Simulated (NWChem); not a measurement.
Molecule: AgH$_{2}$OI; SMILES [OH2]->[Ag][I]

Computed with NWChem. Geometry: optimised at PBE0/def2-SVP. def2 effective core potentials on Ag, I; no spin-orbit coupling. Vertical excitations in the gas phase; the lowest state need not have the same character in each row.

**Question.** Order these by “lowest excitation, singlet (eV)”, lowest first: CAM-B3LYP/def2-SVP, TDA; B3LYP/def2-SVP, TDA; PBE/def2-SVP, TDA; LRC-wPBEh/def2-SVP, TDA.

**Answer.** PBE/def2-SVP, TDA (2.85), B3LYP/def2-SVP, TDA (3.27), CAM-B3LYP/def2-SVP, TDA (3.92), LRC-wPBEh/def2-SVP, TDA (4.13)
